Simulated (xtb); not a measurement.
C3H9BO3, charge -1, doublet, from a rough starting geometry (a state made from the parent by changing its charge; the spin is typed, not shown lowest); GFN2-xTB in xtb 6.7.1.

Input for xtb:
```
$ xtb mol.xyz --gfn 2 --chrg -1 --uhf 1 --opt vtight --json

# file mol.xyz
16

B     -0.02944649    -0.03961858     0.07582609
O      0.87553268     0.92057914     0.52974631
C      0.79130760     2.24114894     0.17638389
H     -0.14535623     2.74750503     0.53013684
H      1.64111494     2.71557836     0.65720371
H      0.84041384     2.35033387    -0.90089965
O      0.09304044    -1.34325778     0.39493773
C      1.02663165    -1.73892373     1.37885256
H      0.75907892    -1.30640123     2.25306009
H      0.98158897    -2.84974722     1.36127891
H      1.99828253    -1.41255764     1.12105207
O     -0.85961309     0.38443865    -0.85939465
C     -1.85424712    -0.51209161    -1.51195391
H     -1.62674745    -1.53982492    -1.15515847
H     -2.83831037    -0.15732356    -1.41740056
H     -1.55849310    -0.52878995    -2.61425301
```

Problem. What does xtb print? Leave out banner, timings and long lists.

Solution. 
```
   ID    Z sym.   atoms
    1    5 B      1
    2    8 O      2, 7, 12
    3    6 C      3, 8, 13
    4    1 H      4-6, 9-11, 14-16

           -------------------------------------------------
          |                Calculation Setup                |
           -------------------------------------------------

           -------------------------------------------------
          |                 G F N 2 - x T B                 |
           -------------------------------------------------

          ...................................................
          :                      SETUP                      :
          :.................................................:
          :  # basis functions                  37          :
          :  # atomic orbitals                  37          :
          :  # shells                           23          :
          :  # electrons                        43          :
          :  max. iterations                   250          :
          :  Hamiltonian                  GFN2-xTB          :
          :  restarted?                      false          :
          :  GBSA solvation                  false          :
          :  PC potential                    false          :
          :  electronic temp.          300.0000000     K    :
          :  accuracy                    1.0000000          :
          :  -> integral cutoff          0.2500000E+02      :
          :  -> integral neglect         0.1000000E-07      :
          :  -> SCF convergence          0.1000000E-05 Eh   :
          :  -> wf. convergence          0.1000000E-03 e    :
          :  Broyden damping             0.4000000          :
          :  net charge                         -1          :
          :  unpaired electrons                  1          :
          ...................................................

 iter      E             dE          RMSdq      gap      omega  full diag
   1    -24.5358876 -0.245359E+02  0.765E+00    0.16       0.0  T
   2    -24.7027819 -0.166894E+00  0.367E+00    0.09       1.0  T
   3    -24.7115286 -0.874667E-02  0.188E+00    1.15       1.0  T
   4    -24.6984259  0.131027E-01  0.133E+00    0.08       1.0  T
   5    -24.7195875 -0.211615E-01  0.767E-01    0.68       1.0  T
   6    -24.7217389 -0.215149E-02  0.508E-01    0.47       1.0  T
   7    -24.7230590 -0.132004E-02  0.197E-01    0.28       1.0  T
   8    -24.7229734  0.855822E-04  0.187E-01    0.18       1.0  T
   9    -24.7232184 -0.245038E-03  0.766E-02    0.25       1.0  T
  10    -24.7232627 -0.443150E-04  0.256E-02    0.23       1.0  T
  11    -24.7232677 -0.498894E-05  0.648E-03    0.22       3.9  T
  12    -24.7232679 -0.173352E-06  0.285E-03    0.23       8.8  T
  13    -24.7232679 -0.455803E-08  0.270E-03    0.23       9.3  T
  14    -24.7232680 -0.682462E-07  0.354E-04    0.23      70.5  T
  15    -24.7232680 -0.724000E-09  0.118E-04    0.23     212.3  T

   *** convergence criteria satisfied after 15 iterations ***

         :::::::::::::::::::::::::::::::::::::::::::::::::::::
         ::                     SUMMARY                     ::
         :::::::::::::::::::::::::::::::::::::::::::::::::::::
         :: total energy             -24.495688461056 Eh    ::
         :: gradient norm              0.289148280517 Eh/a0 ::
         :: HOMO-LUMO gap              0.226209912631 eV    ::
         ::.................................................::
         :: SCC energy               -24.723237024040 Eh    ::
         :: -> isotropic ES            0.250004465116 Eh    ::
         :: -> anisotropic ES         -0.005709678987 Eh    ::
         :: -> anisotropic XC         -0.002177155070 Eh    ::
         :: -> dispersion             -0.009387623401 Eh    ::
         :: repulsion energy           0.227548562985 Eh    ::
         :: add. restraining           0.000000000000 Eh    ::
         :: total charge              -1.000000000000 e     ::
[...]
 * total energy  :   -24.6153660 Eh     change       -0.1059347E-04 Eh
 * total energy  :   -24.6153730 Eh     change       -0.6974067E-05 Eh
 * total energy  :   -24.6153773 Eh     change       -0.4300644E-05 Eh
 * total energy  :   -24.6153812 Eh     change       -0.3907826E-05 Eh
 * total energy  :   -24.6153836 Eh     change       -0.2459488E-05 Eh
 * total energy  :   -24.6153859 Eh     change       -0.2299688E-05 Eh
 * total energy  :   -24.6153883 Eh     change       -0.2372533E-05 Eh
 * total energy  :   -24.6153897 Eh     change       -0.1419940E-05 Eh
 * total energy  :   -24.6153903 Eh     change       -0.5786293E-06 Eh
 * total energy  :   -24.6153907 Eh     change       -0.3993823E-06 Eh
 * total energy  :   -24.6153908 Eh     change       -0.1405108E-06 Eh
 * total energy  :   -24.6153909 Eh     change       -0.5694394E-07 Eh
   *** GEOMETRY OPTIMIZATION CONVERGED AFTER 81 ITERATIONS ***
         :: total energy             -24.615390891352 Eh    ::
[...]
     #   Z sym  total        # sym  WBO       # sym  WBO       # sym  WBO
 ---------------------------------------------------------------------------
     1   5 B    2.573 --     2 O    0.848     7 O    0.815    12 O    0.807
     2   8 O    1.985 --     3 C    1.035     1 B    0.848
     3   6 C    3.986 --     2 O    1.035     5 H    0.977     4 H    0.973
                             6 H    0.972
     4   1 H    1.000 --     3 C    0.973
     5   1 H    0.999 --     3 C    0.977
     6   1 H    1.000 --     3 C    0.972
     7   8 O    1.948 --     8 C    1.028     1 B    0.815
     8   6 C    3.987 --     7 O    1.028    10 H    0.976     9 H    0.974
                            11 H    0.973
     9   1 H    1.000 --     8 C    0.974
    10   1 H    0.999 --     8 C    0.976
    11   1 H    1.000 --     8 C    0.973
    12   8 O    1.970 --    13 C    1.058     1 B    0.807
    13   6 C    3.986 --    12 O    1.058    16 H    0.976    14 H    0.971
                            15 H    0.967
    14   1 H    1.000 --    13 C    0.971
    15   1 H    0.999 --    13 C    0.967
    16   1 H    0.999 --    13 C    0.976
 ---------------------------------------------------------------------------

Topologies differ in total number of bonds
Writing topology from bond orders to xtbtopo.mol

molecular dipole:
                 x           y           z       tot (Debye)
 q only:        0.644      -0.287      -0.859
   full:        1.209      -0.454      -1.312       4.679
molecular quadrupole (traceless):
                xx          xy          yy          xz          yz          zz
 q only:        4.238      -0.667      -1.847      -1.795       0.353      -2.391
  q+dip:        3.454      -0.767      -0.784       0.897       0.023      -2.669
   full:        3.719      -0.287      -0.803       0.861       0.146      -2.916

           -------------------------------------------------
          |                Geometry Summary                 |
           -------------------------------------------------

      molecular mass/u    :      103.9129173
   center of mass at/Å    :       -0.2436270       0.1005947       0.2609285
  moments of inertia/u·Å² :        0.1718582E+03   0.2131227E+03   0.3173992E+03
rotational constants/cm⁻¹ :        0.9809035E-01   0.7909823E-01   0.5311176E-01

 * 12 selected distances

     #   Z          #   Z                                           value/Å
     2   8 O        3   6 C                                       1.3831800
     3   6 C        4   1 H                                       1.1018099
     3   6 C        5   1 H                                       1.1030605
     3   6 C        6   1 H                                       1.1017750
     7   8 O        8   6 C                                       1.3889128 (max)
     8   6 C        9   1 H                                       1.1016941
     8   6 C       10   1 H                                       1.1033221
     8   6 C       11   1 H                                       1.1038282
    12   8 O       13   6 C                                       1.3697847
    13   6 C       14   1 H                                       1.1009323 (min)
    13   6 C       15   1 H                                       1.1111832
    13   6 C       16   1 H                                       1.1025042

 * 2 distinct bonds (by element types)

   Z      Z             #   av. dist./Å        max./Å        min./Å
   1 H    6 C           9     1.1033455     1.1111832     1.1009323
   6 C    8 O           3     1.3806258     1.3889128     1.3697847

optimized geometry written to: xtbopt.xyz

           -------------------------------------------------
          | TOTAL ENERGY              -24.615390891352 Eh   |
          | GRADIENT NORM               0.000068005518 Eh/α |
          | HOMO-LUMO GAP               7.739991312526 eV   |
           -------------------------------------------------

normal termination of xtb
```
